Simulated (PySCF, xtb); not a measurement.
Bi(Me)2(SiH3) (C₂H₉BiSi), SMILES [CH3][Bi]([SiH3])[CH3].

GFN2-xTB (xtb) at its own geometry gives an orbital gap of 4.29 eV and a dipole moment of 2.03 D.

Geometry: B3LYP-D3(BJ)/def2-SVP. The structure was generated by enumeration; whether it is a known compound was not checked. The def2 effective core potentials stand for the cores of Bi; spin–orbit coupling is left out.

Problem. What does HF/def2-TZVP in PySCF give? (An estimate is asked for; the answer gives what the named calculation found.)

Solution. gap 10.91 eV (levels -8.70 and 2.21 eV), dipole 0.85 D.
